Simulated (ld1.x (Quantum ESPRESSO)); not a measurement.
Si, TM: configuration errors across variants

```json
{
 "Element": "silicon",
 "Generator": "ld1.x (Quantum ESPRESSO) 7.5",
 "Type": "norm-conserving Troullier–Martins (Kleinman–Bylander form)",
 "Functional": "revPBE",
 "Relativity": "scalar-relativistic",
 "Frozen core": "[Ne]",
 "Valence charge": "4",
 "Reference configuration": "3s2 3p1.5 (charge +0.5)",
 "Partial waves": "3p (bound): rc 2.20 bohr; 3s (bound): rc 1.90 bohr",
 "Local potential": "the s channel",
 "Core correction": "none"
}
```

All-electron excitation energies from the reference (eV): (1) 3s2 3p2 -2.912; (2) 3s2 3p1 4.810; (3) 3s2 3p0 20.776; (4) 3s0 3p4 10.823; (5) 3s1 3p0 54.654; (6) 3s2 3p2.3 -3.836; (7) 3s1 3p3 3.886.

4 further variants failed, have other tests or another functional or relativity, and are left out.

Errors AE − PS in meV (a dash: test not solved or not reliable):

| change | (1) | (2) | (3) | (4) | (5) | (6) | (7) | bound ghosts |
| --- | --- | --- | --- | --- | --- | --- | --- | --- |
| base | +0.2 | -0.3 | -5.8 | +5.8 | -14 | +0.4 | +2.3 | none |
| all radii scaled by about 1.31 (s 2.50, p 2.88 bohr) | +1.2 | +1.0 | +4.6 | +18 | -35 | +2.5 | -0.2 | none |
| wave 3s (bound): rc 1.90 bohr becomes 3s (bound): rc 2.82 bohr | +2.5 | +3.0 | +31 | -5.3 | -22 | +5.4 | -12 | none |
| type ultrasoft; waves now 3s (bound): rcut 1.65, rcutus 1.90 bohr; 3s channel at -0.3 Ry: rcut 1.65, rcutus 1.90 bohr; 3p (bound): rcut 1.90, rcutus 2.20 bohr; 3p channel at -0.2 Ry: rcut 1.90, rcutus 2.20 bohr; local potential all-electron potential smoothed inside 1.85 bohr (lloc = -1); augmentation PSQ, radius 1.60 bohr | -0.4 | -1.3 | -17 | +1.0 | -51 | -0.8 | -0.3 | none |
| wave 3p (bound): rc 2.20 bohr becomes 3p (bound): rc 1.98 bohr | +0.2 | -0.3 | -5.4 | +5.6 | -13 | +0.4 | +2.2 | none |
| core correction a·sin(br)/r model core inside 1.52 bohr | +0.5 | +0.2 | -0.7 | -17 | -32 | +1.0 | -4.2 | none |
| all radii scaled by about 1.35 (s 2.56, p 2.96 bohr) | +1.4 | +1.2 | +6.8 | +15 | -38 | +3.0 | -2.0 | none |
| local potential all-electron potential smoothed inside 2.00 bohr (lloc = -1) | +0.2 | -0.1 | -1.1 | +5.7 | -4.3 | +0.4 | +2.4 | none |

Q: Give the same row for: core correction a·sin(br)/r model core inside 1.96 bohr.

A: +0.3, -0.2, -6.1, +4.5, -30, +0.5, +0.6; bound ghosts: none.
